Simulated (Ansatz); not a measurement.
Ansatz (a program for electronic structure) input (PBE0/def2-TZVPD):

Ansatz 0.2 input:
```yaml
crystal:
  periodic: [false, false, false]
  atoms:
    - {symbol: C, position_ang: [-2.39986593, -0.93696702, -0.82362939]}
    - {symbol: C, position_ang: [-1.30840429, 0.12194651, -0.66321667]}
    - {symbol: C, position_ang: [-1.87383080, 1.37856679, 0.00035858]}
    - {symbol: C, position_ang: [-0.11451149, -0.45818178, 0.10438464]}
    - {symbol: C, position_ang: [1.11112487, 0.45929810, 0.16694962]}
    - {symbol: C, position_ang: [2.26064022, -0.18238910, 0.89732934]}
    - {symbol: C, position_ang: [3.42962963, -0.46913087, 0.39570522]}
    - {symbol: H, position_ang: [-2.01907190, -1.82645819, -1.32962650]}
    - {symbol: H, position_ang: [-3.24131881, -0.55300647, -1.40396128]}
    - {symbol: H, position_ang: [-2.78373490, -1.24712320, 0.15239032]}
    - {symbol: H, position_ang: [-0.95596666, 0.39702079, -1.66477165]}
    - {symbol: H, position_ang: [-2.20513261, 1.15899989, 1.01959545]}
    - {symbol: H, position_ang: [-1.13902473, 2.18260502, 0.05338820]}
    - {symbol: H, position_ang: [-2.73525825, 1.75658088, -0.55383385]}
    - {symbol: H, position_ang: [-0.43389693, -0.70949268, 1.12279696]}
    - {symbol: H, position_ang: [0.18453738, -1.40041471, -0.36360397]}
    - {symbol: H, position_ang: [1.42710427, 0.72747311, -0.84334755]}
    - {symbol: H, position_ang: [0.85109560, 1.38924600, 0.68071655]}
    - {symbol: H, position_ang: [2.06501604, -0.43976501, 1.94496214]}
    - {symbol: H, position_ang: [4.35695851, -0.91452116, 0.71800727]}
basis:
  gaussian:
    orbitals: def2-TZVPD
hamiltonian:
  xc: {name: PBE0}
magnetization: {spin_polarized: true, initial_magnetization: 1}
output: {forces: true}
```

Output:

```
Functional definition: PBE0
integrals: 0.43 GiB planned
1881 factors; their error is unknown
0.56 GiB of the device are held for the grids
2.68 GiB of device memory are held for the factors and their scratch space
mean field: 4.03 GiB planned
mean field evaluation 1: about -7447.0353 eV, gradient 5.6e1 eV
mean field evaluation 2: about -7439.4826 eV, gradient 6.6e1 eV
mean field evaluation 4: about -7461.9974 eV, gradient 5.0e0 eV
mean field evaluation 8: about -7462.1254 eV, gradient 1.4e-1 eV
mean field evaluation 16: about -7462.0793 eV, gradient 1.7e-3 eV
mean field -7462.07928467 eV, -274.2263557327 hartree, gradient 7.5e-5 eV, S^2 0.763632; 0 other end points of the search recorded, 0 dependent functions left out
the calculation of the forces begins
reference -7462.07933348 eV, -274.2263575265 hartree; 28, 27 occupied and 348, 349 virtual orbitals, 1881 factors
Total energy: -7462.07933348 eV, -274.2263575265 hartree
Atom 0 at    -2.399866    -0.936967    -0.823629 Å, force     0.156118     0.146720     0.037005 eV/Å
Atom 1 at    -1.308404     0.121947    -0.663217 Å, force    -0.062260    -0.032616     0.160105 eV/Å
Atom 2 at    -1.873831     1.378567     0.000359 Å, force     0.071649    -0.190788    -0.080712 eV/Å
Atom 3 at    -0.114511    -0.458182     0.104385 Å, force     0.001797     0.195870    -0.078101 eV/Å
Atom 4 at     1.111125     0.459298     0.166950 Å, force    -0.010783    -0.199791     0.056815 eV/Å
Atom 5 at     2.260640    -0.182389     0.897329 Å, force    -0.178945     0.071334    -0.072662 eV/Å
Atom 6 at     3.429630    -0.469131     0.395705 Å, force    -0.018699     0.027175    -0.040702 eV/Å
Atom 7 at    -2.019072    -1.826458    -1.329627 Å, force     0.015249    -0.029977    -0.017300 eV/Å
Atom 8 at    -3.241319    -0.553006    -1.403961 Å, force    -0.025852     0.017106    -0.018760 eV/Å
Atom 9 at    -2.783735    -1.247123     0.152390 Å, force    -0.011603    -0.008459     0.032067 eV/Å
Atom 10 at    -0.955967     0.397021    -1.664772 Å, force     0.013470     0.009896    -0.040763 eV/Å
Atom 11 at    -2.205133     1.159000     1.019595 Å, force    -0.014539    -0.009271     0.031725 eV/Å
Atom 12 at    -1.139025     2.182605     0.053388 Å, force     0.032259     0.034874    -0.000328 eV/Å
Atom 13 at    -2.735258     1.756581    -0.553834 Å, force    -0.029260     0.010369    -0.021563 eV/Å
Atom 14 at    -0.433897    -0.709493     1.122797 Å, force    -0.016077    -0.010683     0.043536 eV/Å
Atom 15 at     0.184537    -1.400415    -0.363604 Å, force     0.008316    -0.043449    -0.026033 eV/Å
Atom 16 at     1.427104     0.727473    -0.843348 Å, force     0.022497     0.006612    -0.044293 eV/Å
Atom 17 at     0.851096     1.389246     0.680717 Å, force    -0.009577     0.039607     0.029042 eV/Å
Atom 18 at     2.065016    -0.439765     1.944962 Å, force     0.014382    -0.012311     0.028856 eV/Å
Atom 19 at     4.356959    -0.914521     0.718007 Å, force     0.041860    -0.022218     0.022065 eV/Å
Dipole moment:    -0.119381    -0.004314     0.086207 e Å
```

It need not be the lowest isomer of its formula.
